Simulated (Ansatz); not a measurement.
Consider the isomerisation: `CB(O)C=O` → `B1COCO1`.

Program: Ansatz. Geometries: PBE0-D4/def2-TZVP. ΔE: electronic, gas phase. CCSD(T)/CBS is the MP2 limit (def2-TZVPP, def2-QZVPP) plus CCSD(T) − MP2 in def2-TZVPP, frozen cores. DFT in def2-TZVPP. HSE06 is defined as in plane-wave codes. Each species was taken in one conformer, which may not be the lowest.

| level | ΔE (kJ/mol) |
| --- | --- |
| r2SCAN-D4 | 65.4 |
| ωB97M-V | 66.5 |
| r2SCANh | 62.4 |
| HSE06 | 58.2 |
| RPA@PBE/def2-TZVPP | 67.7 |
| SCS-MP2/def2-TZVPP | 71.4 |
| CCSD(T)/def2-TZVPP | 69.7 |
| SCS-MP2/def2-QZVPP | 71.6 |

Problem. What does CCSD(T)/CBS give? (An estimate is asked.)

Solution. Computed: +69.6 kJ/mol. The listed levels differ from it by -4.2, -3.1, -7.2, -11.4, -1.9, 1.8, 0.1, 2.0 kJ/mol.

Largest T1 diagnostic among the species: 0.015.

Leaving LDA and LC-ωPBE aside and taking each functional with its dispersion term where it has one, the values, not all of them listed here, spread over 27.0 kJ/mol, from PBE-QIDH to BLYP-D4. LDA lies −30.4 kJ/mol from PBE without D4. From BLYP to BHLYP (50 % exact exchange), in def2-TZVPP and without D4, ΔE moves by −23.1 kJ/mol. At CCSD(T), def2-SVP lies +7.1 kJ/mol from the extrapolated value and def2-TZVPP +0.1 kJ/mol.
